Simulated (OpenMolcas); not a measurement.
# Computed transition rates of Ti

| Quantity | Value |
| --- | --- |
| Program | OpenMolcas 26.06 |
| Method | SS-CASPT2, IPEA 0.25 Eh, imaginary shift 0.1 Eh (closed shells correlated: 3s 3p 4s) |
| Basis | ANO-RCC-VQZP [7s6p4d3f2g1h] |
| Scalar Hamiltonian | DKH2, point nucleus |
| Active space | 2 electrons in 5 orbitals (3d) |
| State averaging | 2S+1 = 3 even, 10 roots; 2S+1 = 1 even, 15 roots |
| Spin-orbit coupling | state interaction with AMFI integrals over the reference wave functions, term energies averaged over their components |

Rates come from the transition moments of the reference wave functions (E1 and E2 in the length form). At fixed line strength A goes as λ^-3 for E1 and M1 and as λ^-5 for E2, so a rate at the computed wavelength can be rescaled to the measured one. Measured vacuum wavelengths follow from level energies in NIST Handbook of Basic Atomic Spectroscopic Data. Branching counts decays inside the model space alone, at computed energies, and the table is only a selection of the E2 and M1 lines, drawn from those between levels with measured partners whose computed energy lies within a factor of 1.5 of the measured one.

| Upper | Lower | Type | λ computed (nm) | λ measured (nm) | A computed (s-1) | A rescaled (s-1) | Branching % |
| --- | --- | --- | --- | --- | --- | --- | --- |
| 3d² 4s² ³F₃ | 3d² 4s² ³F₂ | M1 | 54660 | 58780 | 1.58e-04 | 1.27e-04 | 100.0 |
| 3d² 4s² ³F₄ | 3d² 4s² ³F₃ | M1 | 42390 | 46140 | 2.67e-04 | 2.07e-04 | 100.0 |
| 3d² 4s² ¹D₂ | 3d² 4s² ³F₃ | M1 | 1641 | 1411 | 6.73e-03 |  | 64.6 |
| 3d² 4s² ¹G₄ | 3d² 4s² ¹D₂ | E2 | 1602 | 2056 | 9.33e-04 | 2.68e-04 | 9.3 |
| 3d² 4s² ¹D₂ | 3d² 4s² ³F₂ | M1 | 1593 | 1378 | 3.68e-03 |  | 35.3 |
| 3d² 4s² ³P₂ | 3d² 4s² ³F₄ | E2 | 1032 | 1217 | 2.73e-02 | 1.20e-02 | 66.6 |
| 3d² 4s² ³P₁ | 3d² 4s² ³F₃ | E2 | 1021 | 1202 | 2.51e-02 | 1.11e-02 | 61.1 |
| 3d² 4s² ³P₀ | 3d² 4s² ³F₂ | E2 | 1008 | 1185 | 4.00e-02 | 1.78e-02 | 100.0 |
| 3d² 4s² ³P₂ | 3d² 4s² ³F₃ | E2 | 1008 | 1186 | 8.00e-03 | 3.55e-03 | 19.5 |
| 3d² 4s² ³P₁ | 3d² 4s² ³F₂ | E2 | 1002 | 1178 | 1.37e-02 | 6.10e-03 | 33.4 |
| 3d² 4s² ³P₂ | 3d² 4s² ³F₂ | E2 | 989.4 | 1162 | 1.24e-03 | 5.55e-04 | 3.0 |
| 3d² 4s² ¹G₄ | 3d² 4s² ³F₄ | M1 | 826.6 | 852.4 | 5.54e-03 |  | 55.2 |
| 3d² 4s² ¹G₄ | 3d² 4s² ³F₃ | M1 | 810.8 | 836.9 | 3.52e-03 |  | 35.1 |

Spin-changing lines and M1 lines between different terms are not rescaled, since their strength hangs on the term gaps too.

The largest correction is for 3d² 4s² ¹G₄ → 3d² 4s² ¹D₂ (E2): 9.33e-04 × (1602 / 2056)^5 = 2.68e-04 s-1, a factor of 0.29.

The computed rate and branching of 3d² 4s² ³F₃ → 3d² 4s² ³F₂ give the upper level a radiative lifetime of 1.000 / 1.58e-04 s-1 = 6.33e+03 s, counting decays inside the model space alone. The rescaled rate gives about 7.9e+03 s.

No measured rate stands beside these. Rescaling mends the energy factor alone: line strengths can still be far off where a level mixes with configurations outside the active space, and weak or spin-changing lines hang on small mixing coefficients that depend on the term gaps too, so rescaling need not improve them.

CASPT2 breaks the degeneracy within a term, and the mean is taken; among the terms shown or strongly mixed into the levels shown the widest spread is 1100 cm-1 (3d² 4s² ¹G). With the s shell closed, the reference lacks s² → p², s² → d² and s → d mixing, so excited terms can stand far too high and out of order, with CASPT2 too. Some terms miss by over 15 % even with CASPT2, which points to a basis or an active space too small for the shells correlated. Computed and measured levels are paired by configuration, term and J; levels that our copy of the source lacks, or whose pairing is in doubt (as where it misses far off the trend of its configuration), stay unpaired. Levels of configurations outside the active space are missing.
